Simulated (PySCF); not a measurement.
## Pb(OCH3)2: from a saddle point downhill

PySCF 2.14.0, RKS PBE0, Pb def2-SVP with ECP60, O def2-SVP, C def2-SVP, H def2-SVP; non-relativistic Hamiltonian with scalar-relativistic core potentials where named; density fitting; no spin-orbit coupling. Relaxed within the symmetry of its start, the geometry (C2v) is

```xyz
11

Pb    0.0000    0.0000   -0.4642
O     1.6490    0.0000    0.8479
C     1.7985    0.0000    2.2269
H     2.8747    0.0000    2.4875
H     1.3531    0.8895    2.7163
H     1.3531   -0.8895    2.7163
O    -1.6490    0.0000    0.8479
C    -1.7985    0.0000    2.2269
H    -2.8747    0.0000    2.4875
H    -1.3531   -0.8895    2.7163
H    -1.3531    0.8895    2.7163
```

and its lowest harmonic modes are -85, 61, 99, 109, 141, 144 cm⁻¹ (negative: unstable). It was moved along the lowest mode and relaxed again, within the group C2 that the move left.

(1) Where does it end, and how much lower?

(2) How do the contacts change?

No frequency check is given for the end.

State: singlet.

Results:

(1) In C2, 0.005 eV lower, after 8 steps:
```xyz
11

Pb    0.0000    0.0000   -0.4578
O     1.6503    0.0737    0.8506
C     1.8177    0.0459    2.2265
H     2.8469   -0.2766    2.4762
H     1.6778    1.0434    2.6900
H     1.1295   -0.6477    2.7486
O    -1.6503   -0.0737    0.8506
C    -1.8177   -0.0459    2.2265
H    -2.8469    0.2766    2.4762
H    -1.6778   -1.0433    2.6900
H    -1.1295    0.6477    2.7486
```

(2) 
```json
{"contact": "Pb1–O2 (OCH3)", "saddle (Å)": "2.107", "end (Å)": "2.107"}
{"contact": "Pb1–O7 (OCH3)", "saddle (Å)": "2.107", "end (Å)": "2.107"}
```
